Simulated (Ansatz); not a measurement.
Several settings on one geometry of the cluster Li₂Si₂⁺ (the lowest doublet isomer of a short search) (that of the charge 1 doublet, PBE0-D4/def2-TZVP). Ansatz on 4 threads of Arm Neoverse V1 on a shared host; times are rough.

```xyz
4

Li    1.327    1.701   -0.086
Li   -1.425   -1.111   -1.182
Si   -0.726    0.327    0.983
Si    0.824   -0.917    0.284
```

Totals from different functionals, basis sets or treatments of relativity can't be compared as stabilities.

The 6-31G sets use Cartesian d functions.

The spins typed aren't always the lowest for that charge.

(1) Give the basis size and estimate the energy, ⟨S²⟩ and time of these runs.

```csv
run,method,charge,state,further keys
1,RKS r2SCANh/pcseg-2,2,singlet,nuclear_model: gaussian; pseudopotentials: {relativity: none}; scf: {omitted_lower_state_checks: [starts]}
2,UKS RPBE-D3(BJ)-ATM/def2-TZVP,1,doublet,scf: {lower_state_search: light}
3,UKS PBE0-D4/6-31G*,1,doublet,"final_grid: {core_spheres: 8, valence_spheres: 7, degree: 23}; forces asked"
```

Results:

(1) 
```
run  functions  energy (Eh)  ⟨S²⟩  wall time
  1         98    -593.2729     –      1.8 s
  2        102    -593.8154  0.76      1.6 s
  3         68    -593.4704  0.76      1.4 s
```
